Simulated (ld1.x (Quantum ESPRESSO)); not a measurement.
# phosphorus (P), ultrasoft: configuration errors across variants

* Element: phosphorus (P)
* Generator: ld1.x (Quantum ESPRESSO) 7.5
* Type: ultrasoft
* Functional: PBE
* Relativity: scalar-relativistic
* Frozen core: [Ne]
* Valence charge: 5
* Reference configuration: 3s2 3p2.5 (charge +0.5)
* Partial waves: 3s (bound): rcut 0.95, rcutus 1.30 bohr; 3s channel at -0.3 Ry: rcut 0.95, rcutus 1.30 bohr; 3p (bound): rcut 1.85, rcutus 1.95 bohr; 3p channel at 2.2 Ry: rcut 1.85, rcutus 1.95 bohr
* Local potential: all-electron potential smoothed inside 1.00 bohr (lloc = -1)
* Core correction: none
* Augmentation charge: built from norm-conserving waves at rcut, not smoothed further

All-electron excitation energies from the reference (eV): (1) 3s2 3p3 -3.775; (2) 3s2 3p2 5.955; (3) 3s2 3p1 25.102; (4) 3s2 3p3.3 -5.082; (5) 3s2 3p0 54.841; (6) 3s1 3p0 106.846; (7) 3s1 3p3 15.075.

2 further variants failed, have other tests or too few solved ones, and are left out.

A true bound ghost makes a file unfit for plane-wave use even where its test errors are small: the radial tests pick states by their node count and pass the ghost by.

Errors AE − PS in meV (a dash: test not solved or not reliable):

| change | (1) | (2) | (3) | (4) | (5) | (6) | (7) | bound ghosts |
| --- | --- | --- | --- | --- | --- | --- | --- | --- |
| base | +7.9 | +8.1 | +72 | +18 | +45 | +145 | +43 | s |
| local potential all-electron potential smoothed inside 1.45 bohr (lloc = -1) | +3.6 | +3.3 | +35 | +7.9 | +44 | +145 | +24 | s |
| wave 3s channel at -0.3 Ry: rcut 0.95, rcutus 1.30 bohr becomes 3s channel at -0.11 Ry: rcut 0.95, rcutus 1.30 bohr | +7.9 | +8.1 | +72 | +18 | +45 | +145 | +43 | s |
| waves 3p (bound): rcut 1.18, rcutus 1.26 bohr; 3p channel at 2.2 Ry: rcut 1.18, rcutus 1.26 bohr | +0.2 | -0.1 | +1.9 | +0.2 | +4.5 | +68 | +22 | p, s |
| local potential all-electron potential smoothed inside 1.86 bohr (lloc = -1) | +1.8 | +1.1 | +19 | +3.5 | +45 | +145 | +17 | s |
| type TM; waves now 3s (bound): rc 1.30 bohr; 3p (bound): rc 1.95 bohr; local potential all-electron potential smoothed inside 1.40 bohr (lloc = -1) | +0.9 | +0.9 | +18 | +1.7 | +81 | +250 | +6.4 | none |
| core correction a·sin(br)/r model core inside 1.34 bohr | +8.1 | +8.4 | +75 | +18 | +45 | +52 | +29 | s |
| augmentation PSQ, inside the norm-conserving radii | -0.3 | -1.9 | -29 | -0.6 | – | – | – | s |

(1) Give the same row for: all radii scaled by about 1.38 (s 1.80, p 2.70 bohr, rcut 1.32/2.56); local potential all-electron potential smoothed inside 1.38 bohr (lloc = -1).

Answers

(1) -4.9, -5.7, -33, -12, +13, +134, -9.2; bound ghosts: not determined.
